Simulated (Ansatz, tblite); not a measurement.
Cost and result up the ladder for Mg₄ (4 atoms). Charge 0, multiplicity 1. Geometry: r2SCAN/def2-TZVP.

Cartesian coordinates in Å:
```
Mg 0.900 -0.864 1.374
Mg -0.135 -1.136 -1.462
Mg 0.934 1.528 -0.488
Mg -1.700 0.472 0.576
```

Ansatz on 4 threads of Arm Neoverse N1 on a shared host; xTB runs through tblite on one thread. Times are rough, summed over both states, and most runs start from the orbitals of an earlier one. PBE-QIDH/def2-TZVP serves as the yardstick here, not as an exact answer. The other state is a triplet at its own geometry, which has other bonds, so the gap mixes isomer and spin.

The xTB rows come from tblite. LC-ωPBE has ω = 0.4 bohr⁻¹. Correlated methods freeze 4 core orbitals; core or outer-core shells of Mg are correlated, in sets that lack core-valence functions. In CCSD on the charge 0 triplet the largest single amplitude is 0.24, so its Hartree–Fock determinant may place the open shell otherwise than the density functionals do. The structure comes from a short search, and lower isomers may exist.

Run but left out: HF/STO-3G (singlet: restricted singlet, unstable in another Hartree–Fock run and untested here); HF/def2-TZVP, HF/def2-TZVPP (singlet: restricted singlet, unstable towards broken spin symmetry); MP2/def2-TZVP, MP2/def2-TZVPP (triplet: ⟨S²⟩ 2.52, where a pure state has 2.00).

Correlated methods converge slowly with the basis.

xTB has no spin-polarisation term.

```json
{"level": "GFN1-xTB", "functions": "16", "wall time": "0.005 s", "triplet − singlet (eV)": "3.77", "difference from PBE-QIDH/def2-TZVP (eV)": "2.49", "remarks": "–"}
{"level": "GFN2-xTB", "functions": "36", "wall time": "0.021 s", "triplet − singlet (eV)": "4.58", "difference from PBE-QIDH/def2-TZVP (eV)": "3.30", "remarks": "–"}
{"level": "revPBE/def2-TZVP", "functions": "128", "wall time": "4.5 s", "triplet − singlet (eV)": "1.13", "difference from PBE-QIDH/def2-TZVP (eV)": "-0.15", "remarks": "–"}
{"level": "PBE/def2-TZVP (with forces)", "functions": "128", "wall time": "4.7 s", "triplet − singlet (eV)": "1.19", "difference from PBE-QIDH/def2-TZVP (eV)": "-0.10", "remarks": "–"}
{"level": "RPA@PBE/def2-TZVP", "functions": "128", "wall time": "7.9 s", "triplet − singlet (eV)": "1.27", "difference from PBE-QIDH/def2-TZVP (eV)": "-0.01", "remarks": "–"}
{"level": "PBE-QIDH/def2-TZVP", "functions": "128", "wall time": "11 s", "triplet − singlet (eV)": "1.28", "difference from PBE-QIDH/def2-TZVP (eV)": "0.00", "remarks": "–"}
{"level": "LC-ωPBE/def2-TZVP", "functions": "128", "wall time": "12 s", "triplet − singlet (eV)": "1.12", "difference from PBE-QIDH/def2-TZVP (eV)": "-0.16", "remarks": "spin-contaminated (⟨S²⟩ 2.13) (triplet)"}
{"level": "r2SCAN/def2-TZVP", "functions": "128", "wall time": "13 s", "triplet − singlet (eV)": "0.99", "difference from PBE-QIDH/def2-TZVP (eV)": "-0.30", "remarks": "–"}
{"level": "B97M-V/def2-TZVP", "functions": "128", "wall time": "20 s", "triplet − singlet (eV)": "1.19", "difference from PBE-QIDH/def2-TZVP (eV)": "-0.09", "remarks": "–"}
{"level": "CCSD(T)/def2-TZVPP", "functions": "128", "wall time": "98 s", "triplet − singlet (eV)": "1.33", "difference from PBE-QIDH/def2-TZVP (eV)": "0.05", "remarks": "restricted SCF unstable (singlet), spin-contaminated (⟨S²⟩ 2.52) (triplet)"}
```
